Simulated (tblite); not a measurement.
Species: C4H5F4PSi.
Bonds: F1–C2, C2–C3 (double), C3–P4 (double), P4–C5, C5–Si6, C2–C7, C7–F8, C7–F9, C7–F10. Hydrogens: H11, H12 on C5; H13, H14, H15 on Si6.

Computed geometry: GFN2-xTB, gas phase.

Q: What internal coordinates does the optimisation give?

A: 
```tsv
bond	length (Å)	order
F1–C2	1.358	single
C2=C3	1.299	double
C3=P4	1.635	double
P4–C5	1.855	single
C5–Si6	1.922	single
C2–C7	1.512	single
C7–F8, C7–F9, C7–F10	1.341	single
C5–H11, C5–H12	1.091	single
Si6–H13, Si6–H14, Si6–H15	1.462	single
```

Bonds in one row agree within 0.01 Å and their mean is given. Orders are formal, as drawn. A selection of angles:
```tsv
angle	degrees
F1–C2–C3	124.7
F1–C2–C7	112.0
C3–C2–C7	123.2
C2–C3–P4	171.1
C3–P4–C5	100.9
P4–C5–Si6	114.4
P4–C5–H11	106.7
Si6–C5–H11	110.3
H11–C5–H12	107.1
C5–Si6–H13	108.1
C5–Si6–H14	106.5
H13–Si6–H14	110.7
C2–C7–F8	112.6
C2–C7–F10	110.6
F8–C7–F9	106.7
```

Torsions: C3–P4–C5–Si6 57° (synclinal); F1–C2–C7–F8 -60° (synclinal). The mirror-image conformer, all signs reversed, is as good.

Si6 (SiH3 silicon) is tetrahedral (angles from 106.5° to 111.8°). The 2 C–P bonds span 1.635 Å (C3=P4, drawn double) to 1.855 Å (P4–C5, drawn single), a spread of 0.220 Å. The C–C distances run from 1.299 Å (C2=C3, drawn double) to 1.512 Å (C2–C7, drawn single), a spread of 0.213 Å.

Point group: C1 (no symmetry element, even within 0.4 Å). Its GFN2-xTB frequencies are all real (lowest 21 cm⁻¹). The numbers are those of one conformer. 3 starts were optimised and ended at 0.00, 0.57 and 2.20 kcal/mol (GFN2-xTB); the lowest of these is shown.

Time: 0.81 s of wall time. Hardware: one thread of an Arm Neoverse V1, no GPU, shared host with 32 logical CPUs at a one-minute load of 23. This is the geometry optimisation.
